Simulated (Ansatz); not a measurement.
Start from `[SiH3]C[SiH2][TeH]` and change one atom or group to get `ClC[SiH2][TeH]`.

Ansatz, PBE0-D4/def2-TZVP geometries, multiplicity 1. Each molecule was computed in one conformer, which needn't be the lowest.

Elements past krypton have def2 core potentials.  Spin–orbit coupling is left out; it splits and shifts lone-pair levels of the heavy atoms by tenths of an eV.

```csv
property,`[SiH3]C[SiH2][TeH]`
size of the dipole moment (PBE/def2-TZVPP) / D,1.30
size of the dipole moment (ωB97M-V/def2-TZVPP) / D,1.43
HOMO–LUMO gap (B3LYP/def2-TZVPP) / eV,5.47
HOMO energy (PBE/def2-TZVPP) / eV,-5.46
HOMO energy (ωB97M-V/def2-TZVPP) / eV,-8.56
size of the dipole moment (B3LYP/def2-TZVPP) / D,1.34
```

(1) What does the change do to each property? (Estimate.)

Results:

(1) Computed: 
| property | `ClC[SiH2][TeH]` | shift |
| --- | --- | --- |
| size of the dipole moment (PBE/def2-TZVPP) / D | 1.10 | -0.20 |
| size of the dipole moment (ωB97M-V/def2-TZVPP) / D | 1.05 | -0.38 |
| HOMO–LUMO gap (B3LYP/def2-TZVPP) / eV | 5.46 | -0.01 |
| HOMO energy (PBE/def2-TZVPP) / eV | -5.67 | -0.21 |
| HOMO energy (ωB97M-V/def2-TZVPP) / eV | -8.78 | -0.22 |
| size of the dipole moment (B3LYP/def2-TZVPP) / D | 1.11 | -0.23 |

Dipoles are sizes alone; their direction can turn.

B3LYP here is the variant with VWN-RPA as its local correlation; programs differ in this.
